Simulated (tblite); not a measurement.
C3H10B2FP.
SMILES with atom numbers: `[BH2:1]/[CH:2]=[CH:3]/[C@@H:4]([F:5])[BH2-:6][PH3+:7]` (hydrogens: H8, H9 on B1; H10 on C2; H11 on C3; H12 on C4; H13, H14 on B6; H15, H16, H17 on P7)
Bond orders are those of one Lewis drawing.

Computed with GFN2-xTB (tblite), gas phase: L-BFGS steps from a force-field or distance-geometry start until the largest atomic force falls under 0.01 eV/Å.

Step 124: E = -576.7734 eV
```
atom  x, y, z in Å  |  force x, y, z in eV/Å
B1      3.1421    0.4849   -0.0484    0.016   0.026  -0.009
C2      1.6812    0.4033    0.3943    0.001  -0.001   0.022
C3      0.9908   -0.7464    0.4764    0.003   0.007  -0.004
C4     -0.4299   -0.8926    0.8425    0.017  -0.019  -0.020
F5     -0.8659    0.2338    1.6009   -0.006   0.004   0.011
B6     -1.4164   -0.9234   -0.5053    0.006   0.019   0.012
P7     -2.1579    0.8504   -0.3866    0.003   0.004  -0.021
H8      3.6816    1.5222   -0.1211   -0.003   0.004   0.003
H9      3.7287   -0.4910   -0.3192   -0.006  -0.020  -0.002
H10     1.1493    1.3070    0.6825   -0.007  -0.018   0.008
H11     1.4608   -1.6813    0.1972   -0.014   0.018  -0.023
H12    -0.5734   -1.7480    1.5074   -0.011  -0.005  -0.004
H13    -0.8324   -0.9997   -1.5383    0.005  -0.008   0.022
H14    -2.3194   -1.6907   -0.4199   -0.008  -0.006   0.013
H15    -3.0101    1.1554    0.6513    0.014   0.011  -0.017
H16    -1.2951    1.9182   -0.2899   -0.022  -0.010  -0.011
H17    -2.9408    1.3099   -1.4367    0.013  -0.005   0.020
```

Step 125: E = -576.7738 eV
```
atom  x, y, z in Å  |  force x, y, z in eV/Å
B1      3.1378    0.4877   -0.0482    0.017   0.035  -0.017
C2      1.6786    0.4058    0.4009    0.006  -0.007   0.020
C3      0.9893   -0.7452    0.4778    0.013   0.006  -0.007
C4     -0.4308   -0.8959    0.8429    0.024  -0.024  -0.021
F5     -0.8694    0.2274    1.6036   -0.008   0.006   0.015
B6     -1.4169   -0.9262   -0.5045    0.003   0.035   0.005
P7     -2.1518    0.8509   -0.3874    0.008   0.025  -0.035
H8      3.6775    1.5245   -0.1290   -0.011   0.002   0.010
H9      3.7234   -0.4882   -0.3215   -0.008  -0.023   0.002
H10     1.1471    1.3082    0.6945   -0.004  -0.028   0.003
H11     1.4607   -1.6784    0.1940   -0.017   0.027  -0.023
H12    -0.5717   -1.7541    1.5046   -0.015  -0.006   0.005
H13    -0.8341   -1.0046   -1.5383    0.005  -0.012   0.027
H14    -2.3232   -1.6894   -0.4179   -0.007  -0.006   0.014
H15    -3.0010    1.1627    0.6506    0.011   0.011  -0.014
H16    -1.2856    1.9187   -0.2973   -0.040  -0.037  -0.011
H17    -2.9367    1.3078   -1.4378    0.022  -0.004   0.027
```

Step 126: E = -576.7744 eV
```
atom  x, y, z in Å  |  force x, y, z in eV/Å
B1      3.1309    0.4934   -0.0476    0.011   0.024  -0.030
C2      1.6734    0.4090    0.4075    0.007  -0.018   0.020
C3      0.9870   -0.7444    0.4784    0.024   0.014  -0.011
C4     -0.4321   -0.9017    0.8433    0.024  -0.024  -0.011
F5     -0.8732    0.2180    1.6079   -0.008   0.000   0.019
B6     -1.4186   -0.9304   -0.5027    0.002   0.041  -0.004
P7     -2.1417    0.8520   -0.3897    0.014   0.046  -0.041
H8      3.6689    1.5300   -0.1377   -0.012   0.012   0.018
H9      3.7163   -0.4824   -0.3233   -0.013  -0.016   0.008
H10     1.1402    1.3086    0.7078    0.006  -0.035  -0.002
H11     1.4603   -1.6745    0.1881   -0.014   0.026  -0.023
H12    -0.5697   -1.7637    1.5009   -0.015   0.002   0.011
H13    -0.8365   -1.0143   -1.5366    0.001  -0.016   0.028
H14    -2.3298   -1.6875   -0.4123   -0.005  -0.004   0.010
H15    -2.9853    1.1742    0.6491    0.005   0.010  -0.008
H16    -1.2687    1.9166   -0.3073   -0.055  -0.061  -0.011
H17    -2.9283    1.3090   -1.4389    0.028  -0.003   0.026
```

Problem. Estimate the geometry and energy of step 127. (The exact step hangs on the optimiser's Hessian estimate; all steps are aligned on step 126, rigid shifts and turns removed.)

Solution. E = -576.7752 eV, largest force 0.087 eV/Å
```
atom  x, y, z in Å  |  force x, y, z in eV/Å
B1      3.1218    0.5018   -0.0467    0.001   0.009  -0.047
C2      1.6663    0.4130    0.4149    0.015  -0.021   0.019
C3      0.9840   -0.7434    0.4778    0.026   0.008  -0.010
C4     -0.4334   -0.9094    0.8439    0.014  -0.009   0.007
F5     -0.8769    0.2060    1.6142   -0.008  -0.014   0.016
B6     -1.4211   -0.9352   -0.5000   -0.012   0.028  -0.002
P7     -2.1278    0.8535   -0.3936    0.011   0.054  -0.033
H8      3.6571    1.5384   -0.1482   -0.014   0.018   0.028
H9      3.7066   -0.4747   -0.3239   -0.015  -0.004   0.014
H10     1.1302    1.3077    0.7247    0.018  -0.033  -0.006
H11     1.4593   -1.6689    0.1771   -0.008   0.019  -0.021
H12    -0.5677   -1.7758    1.4965   -0.008   0.011   0.014
H13    -0.8393   -1.0291   -1.5328   -0.005  -0.021   0.018
H14    -2.3396   -1.6842   -0.4032    0.011   0.011   0.001
H15    -2.9643    1.1882    0.6466   -0.001   0.008  -0.003
H16    -1.2464    1.9122   -0.3195   -0.055  -0.067  -0.010
H17    -2.9156    1.3120   -1.4407    0.029   0.000   0.015
```

The energy changes by -0.0008 eV. The first-order estimate −F·Δx gives -0.0011 eV and the mean of the old and new forces, exact on a quadratic surface, -0.0008 eV. The step makes an angle of 84° with the force vector and moves no atom by more than 0.026 Å.

What follows is the cost of the whole relaxation. The run took 1.9 s of wall time on Arm Neoverse N1, one thread (shared host).
